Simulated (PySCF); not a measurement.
Shapes and spin states of RuH4

Level of theory: PySCF, PBE0, basis Ru def2-TZVP with ECP28, H def2-TZVP (scalar-relativistic core potentials, no spin–orbit coupling, density fitting).

Relaxations began from a few typed shapes and spin states; open shells are unrestricted. The search is not exhaustive: other isomers or separated fragments can lie lower, and high-lying points may rest on an excited occupation.

Problem. Order these stationary points by electronic energy, lowest first, in kJ/mol from the lowest minimum.
A. singlet C4v: Ru–H 1.530 Å (×4); H–Ru–H 67.4° (×4), H–Ru–H 103.3° (×2)
B. triplet Cs: H–H 0.843 Å, Ru–H 1.553 Å, Ru–H 1.629 Å, Ru–H 1.797 Å, Ru–H 1.855 Å; H–H–Ru 72.8°, H–H–Ru 80.6°, H–Ru–H 26.6°, H–Ru–H 76.0°, H–Ru–H 82.7°
C. triplet Cs: H–H 1.034 Å, Ru–H 1.574 Å, Ru–H 1.580 Å, Ru–H 1.643 Å (×2); H–H–Ru 70.5°, H–H–Ru 71.2°, H–Ru–H 38.3°, H–Ru–H 79.2° (×2), H–Ru–H 91.0° (×2)
D. quintet C2v: H–H 0.804 Å, Ru–H 1.685 Å (×2), Ru–H 1.907 Å (×2); H–H–Ru 77.8° (×2), H–Ru–H 24.3°, H–Ru–H 115.6° (×4), H–Ru–H 127.5°
E. singlet Td: Ru–H 1.555 Å (×4); H–Ru–H 109.5° (×6)
F. triplet C2v: Ru–H 1.537 Å (×2), Ru–H 1.625 Å (×2); H–Ru–H 61.9°, H–Ru–H 72.8° (×4), H–Ru–H 139.7°
G. triplet C1: H–H 0.873 Å, Ru–H 1.553 Å, Ru–H 1.618 Å, Ru–H 1.733 Å, Ru–H 1.784 Å; H–H–Ru 72.4°, H–H–Ru 78.9°, H–Ru–H 28.7°, H–Ru–H 71.9°, H–Ru–H 72.2°
H. triplet D2d: H–H 0.906 Å (×2), Ru–H 1.702 Å (×4); H–H–Ru 74.6° (×4), H–Ru–H 30.9° (×2), H–Ru–H 158.3° (×4)

Solution. A (0.0), E (39.0), H (44.5), G (65.5), B (70.6), C (115.6), F (124.9), D (165.7).

Problem. Which of them are minima?

Solution. By energy in kJ/mol, 0.0: minimum; 39.0: minimum; 44.5: minimum; 65.5: minimum; 70.6: saddle point, 1 imaginary mode; 115.6: saddle point, 1 imaginary mode; 124.9: saddle point, 1 imaginary mode; 165.7: minimum.

Formally Ru is in oxidation state +4, d4, with 0 unpaired electrons (the high-spin count would be 4). The polar-tensor charge on Ru, 0.36, is far below the formal one.
